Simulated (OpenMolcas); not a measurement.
# Cu V: input and output

Input:

```
&GATEWAY
Coord
1

Cu 0.0 0.0 0.0
Basis=ANO-L-VTZP
Group=XYZ
NoMove
AngMom=0.0 0.0 0.0
AMFI
&SEWARD
* reference wave functions (RASSCF and RASSI steps not shown): 7 electrons in 5 orbitals (3d)
>>> COPY JOB001 $Project.JobIph
&CASPT2
Multistate=10 1 2 3 4 5 6 7 8 9 10
Frozen=2 3
IPEA=0.25
Imaginary=0.1
MaxIter=60
WThr=0.0 0.3 0.05
PrWF=0.5
NoMix
>>> COPY JOB002 $Project.JobIph
&CASPT2
Multistate=40 1 2 3 4 5 6 7 8 9 10 11 12 13 14 15 16 17 18 19 20 21 22
23 24 25 26 27 28 29 30 31 32 33 34 35 36 37 38 39 40
Frozen=2 3
IPEA=0.25
Imaginary=0.1
MaxIter=60
WThr=0.0 0.3 0.05
PrWF=0.5
NoMix
```

Launched by
```bash
OMP_NUM_THREADS=1 MOLCAS_MEM=1689 MOLCAS_PROJECT=a pymolcas a.inp > a.log  # once for each step of the input, in one work folder
```

Output, cut to the results:

```
--- CASPT2 ---
Orbital specifications:
      -----------------------

      Symmetry species                           1   2
                                                ag  au
      Frozen orbitals                            2   3
      Inactive orbitals                          1   3
      Active orbitals                            5   0
      Secondary orbitals                        22  23
      Deleted orbitals                           0   0
      Number of basis functions                 30  29
Type of calculation                        MS-CASPT2
      Fock operator                              state-specific
      IPEA shift                                 0.25
      Real shift                                 0.00
      Imaginary shift                            0.10
      The input orbitals will be transformed to quasi-canonical
Reference energy:       -1634.7752736327
      E2 (Non-variational):      -0.4844725636
      Shift correction:          -0.0000436168
      E2 (Variational):          -0.4845161804
      Total energy:           -1635.2597898131
      Residual norm:              0.0000000742
      Reference weight:           0.95987
      Contributions to the CASPT2 correlation energy
      Active & Virtual Only:         -0.1749438341
      One Inactive Excited:          -0.2328550817
      Two Inactive Excited:          -0.0766736478
Reference energy:       -1634.7752736327
      E2 (Non-variational):      -0.4814063134
      Shift correction:          -0.0000422108
      E2 (Variational):          -0.4814485242
      Total energy:           -1635.2567221568
      Residual norm:              0.0000000924
      Reference weight:           0.96051
      Contributions to the CASPT2 correlation energy
      Active & Virtual Only:         -0.1733276441
      One Inactive Excited:          -0.2316889408
      Two Inactive Excited:          -0.0763897285
::    CASPT2 Root  1     Total energy:  -1635.25978981
::    CASPT2 Root  2     Total energy:  -1635.25672216
::    CASPT2 Root  3     Total energy:  -1635.25758544
::    CASPT2 Root  4     Total energy:  -1635.25797888
::    CASPT2 Root  5     Total energy:  -1635.25859389
::    CASPT2 Root  6     Total energy:  -1635.25733915
::    CASPT2 Root  7     Total energy:  -1635.25620793
::    CASPT2 Root  8     Total energy:  -1635.16535506
::    CASPT2 Root  9     Total energy:  -1635.16535506
::    CASPT2 Root 10     Total energy:  -1635.16535507
::    MS-CASPT2 Root  1     Total energy:  -1635.25994418
::    MS-CASPT2 Root  2     Total energy:  -1635.25893103
::    MS-CASPT2 Root  3     Total energy:  -1635.25864638
::    MS-CASPT2 Root  4     Total energy:  -1635.25759328
::    MS-CASPT2 Root  5     Total energy:  -1635.25724583
::    MS-CASPT2 Root  6     Total energy:  -1635.25633840
::    MS-CASPT2 Root  7     Total energy:  -1635.25555826
::    MS-CASPT2 Root  8     Total energy:  -1635.16535304
::    MS-CASPT2 Root  9     Total energy:  -1635.16534206
::    MS-CASPT2 Root 10     Total energy:  -1635.16532998
--- CASPT2 ---
Orbital specifications:
      -----------------------

      Symmetry species                           1   2
                                                ag  au
      Frozen orbitals                            2   3
      Inactive orbitals                          1   3
      Active orbitals                            5   0
      Secondary orbitals                        22  23
      Deleted orbitals                           0   0
      Number of basis functions                 30  29
Type of calculation                        MS-CASPT2
      Fock operator                              state-specific
      IPEA shift                                 0.25
      Real shift                                 0.00
      Imaginary shift                            0.10
      The input orbitals will be transformed to quasi-canonical
Reference energy:       -1634.6645154936
      E2 (Non-variational):      -0.4937690619
      Shift correction:          -0.0000444575
      E2 (Variational):          -0.4938135194
      Total energy:           -1635.1583290130
      Residual norm:              0.0000000327
      Reference weight:           0.95881
      Contributions to the CASPT2 correlation energy
      Active & Virtual Only:         -0.1790542063
      One Inactive Excited:          -0.2364214539
      Two Inactive Excited:          -0.0782934018
Reference energy:       -1634.6645154936
      E2 (Non-variational):      -0.4939120241
      Shift correction:          -0.0000446103
      E2 (Variational):          -0.4939566344
      Total energy:           -1635.1584721280
      Residual norm:              0.0000000331
      Reference weight:           0.95876
      Contributions to the CASPT2 correlation energy
      Active & Virtual Only:         -0.1790634621
      One Inactive Excited:          -0.2365560661
      Two Inactive Excited:          -0.0782924959
::    CASPT2 Root  1     Total energy:  -1635.15832901
::    CASPT2 Root  2     Total energy:  -1635.15847213
::    CASPT2 Root  3     Total energy:  -1635.15828316
::    CASPT2 Root  4     Total energy:  -1635.15835539
::    CASPT2 Root  5     Total energy:  -1635.15847173
::    CASPT2 Root  6     Total energy:  -1635.15869672
::    CASPT2 Root  7     Total energy:  -1635.15837340
::    CASPT2 Root  8     Total energy:  -1635.15834082
::    CASPT2 Root  9     Total energy:  -1635.15834612
::    CASPT2 Root 10     Total energy:  -1635.13058752
::    CASPT2 Root 11     Total energy:  -1635.12663905
::    CASPT2 Root 12     Total energy:  -1635.12499806
::    CASPT2 Root 13     Total energy:  -1635.12337187
::    CASPT2 Root 14     Total energy:  -1635.12219825
::    CASPT2 Root 15     Total energy:  -1635.12560753
::    CASPT2 Root 16     Total energy:  -1635.12480209
::    CASPT2 Root 17     Total energy:  -1635.12524689
::    CASPT2 Root 18     Total energy:  -1635.12781397
::    CASPT2 Root 19     Total energy:  -1635.12238474
...
```

Levels above the lowest, from the spin-orbit matrix with the single-state CASPT2 energies, averaged by term, on its diagonal:

```csv
Configuration,Term,J,E (cm⁻¹),Measured (cm⁻¹),g,Term weight %
3d⁷,⁴F,9/2,0.0,0.0,1.333,100
3d⁷,⁴F,7/2,1585,1616,1.238,100
3d⁷,⁴F,5/2,2720,2759,1.029,100
3d⁷,⁴F,3/2,3480,3528,0.401,99
3d⁷,⁴P,5/2,21310,20827,1.599,99
3d⁷,⁴P,3/2,21750,21066,1.712,94
3d⁷,⁴P,1/2,22550,21935,2.628,98
3d⁷,²G,9/2,22630,22575,1.106,96
3d⁷,²G,7/2,24160,24100,0.889,100
3d⁷,²P,3/2,29330,27016,1.214,70
3d⁷,²H,11/2,30310,30402,1.091,100
3d⁷,²P,1/2,31260,28367,0.708,98
3d⁷,²D(1),5/2,31300,30966,1.202,99
3d⁷,²H,9/2,31710,31823,0.916,97
3d⁷,²D(1),3/2,34050,33292,0.941,74
3d⁷,²F,5/2,50250,49490,0.858,100
3d⁷,²F,7/2,50940,50072,1.143,100
3d⁷,²D(2),3/2,78880,76838,0.800,100
3d⁷,²D(2),5/2,79640,77668,1.200,100
```

Against the 18 measured excited levels shown (Sugar and Musgrove, J. Phys. Chem. Ref. Data 19, 527 (1990)) the mean absolute deviation is 790 cm-1; the largest miss in energy is 3d⁷ ²P_1/2: computed 31260, measured 28367 cm⁻¹ (+10.2 %).

CASPT2 breaks the degeneracy within a term, and the mean is taken; among the terms shown or strongly mixed into the levels shown the widest spread is 1300 cm-1 (3d⁷ ²H). The CASPT2 spread within a term exceeds the gap to the next term for 3d⁷ ²P and 3d⁷ ²H, 3d⁷ ²H and 3d⁷ ²D(1), so the order of their levels is uncertain. Measured partners are found by configuration, term and J. A level has none where our copy of the source lacks it or the pairing is in doubt (some pairs that miss far off the trend of their configuration count as doubtful), and it then counts in no deviation. Levels of configurations outside the active space are missing.

The term weight is that of the spin-free term in the level, not the purity of its configuration. A number in round brackets counts repeated terms of one configuration in the order of the reference energies.
